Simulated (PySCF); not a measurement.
Several molecules and their computed UV-vis stick spectra, shuffled. The calculation used PySCF 2.14.0, density-fitted response routines, TDDFT B3LYP/def2-SVPD, vertical, gas phase, core orbitals frozen in the response. Geometries: GFN2-xTB; one conformer of each isolated species. Triplets are in the Tamm–Dancoff approximation.

A. `C=C/C=C(/OC)C(=O)F`
B. `CO[C@H](C)C(=O)Cl`
C. `CC/C=C/CO[SiH3]`
D. `N#Cc1pcpc(p1)OC`
E. `COCCC(=O)Cl`

Lowest singlet levels (six at most, fewer where fewer were computed) with oscillator strengths:

1. 4.27 eV (f 0.433); 4.97 eV (f 0.000); 5.82 eV (f 0.037); 6.00 eV (f 0.002); 6.32 eV (f 0.209); 6.34 eV (f 0.021); T1 2.46 eV
2. 6.37 eV (f 0.120); 6.73 eV (f 0.006); 6.82 eV (f 0.173); 7.15 eV (f 0.002); 7.15 eV (f 0.047); 7.16 eV (f 0.003); T1 4.50 eV
3. 4.87 eV (f 0.001); 5.61 eV (f 0.003); 6.24 eV (f 0.004); 6.67 eV (f 0.004); 7.06 eV (f 0.009); 7.13 eV (f 0.017); T1 4.41 eV
4. 5.18 eV (f 0.000); 5.43 eV (f 0.002); 6.19 eV (f 0.000); 6.72 eV (f 0.019); 6.87 eV (f 0.019); 7.11 eV (f 0.001); T1 4.67 eV
5. 3.15 eV (f 0.038); 3.46 eV (f 0.001); 3.53 eV (f 0.008); 3.85 eV (f 0.015); 3.92 eV (f 0.001); 4.04 eV (f 0.009); T1 2.36 eV

Task: Match each spectrum to its molecule.

Result: 1 = A, 2 = C, 3 = B, 4 = E, 5 = D.
- A: S1 at 4.27 eV, HOMO→LUMO (96%); Löwdin shares by element: HOMO carbon 53% or more, oxygen 19% or more (atoms not listed hold the other 28%); LUMO carbon 48% or more, oxygen 16% or more (atoms not listed hold the other 36%); HOMO -6.69 and LUMO -2.43 eV.
- B: S1 at 4.87 eV, HOMO→LUMO (80%), HOMO-1→LUMO (18%); Löwdin shares by element: HOMO oxygen 55%, chlorine 9%, carbon 9% or more (atoms not listed hold the other 27%); LUMO carbon 46% or more, oxygen 32% or more, chlorine 11%; HOMO -7.81 and LUMO -1.57 eV.
- C: S1 at 6.37 eV, HOMO→LUMO (72%), HOMO→LUMO+1 (14%), HOMO-1→LUMO (13%); Löwdin shares by element: HOMO carbon 78% or more (atoms not listed hold the other 22%); LUMO carbon 38% or more, silicon 20% (atoms not listed hold the other 43%); HOMO -7.11 and LUMO -0.19 eV.
- D: S1 at 3.15 eV, HOMO→LUMO (85%), HOMO-1→LUMO+1 (13%); Löwdin shares by element: HOMO phosphorus 30% or more, oxygen 20%, carbon 16% or more (atoms not listed hold the other 34%); LUMO phosphorus 41% or more, carbon 30% or more (atoms not listed hold the other 29%); HOMO -7.08 and LUMO -3.38 eV.
- E: S1 at 5.18 eV, HOMO-1→LUMO (98%); S1 has the pattern of n→π* at C=O; HOMO -7.68 and LUMO -1.49 eV; point group Cs, 2 of its 6 listed states under f = 0.0005.
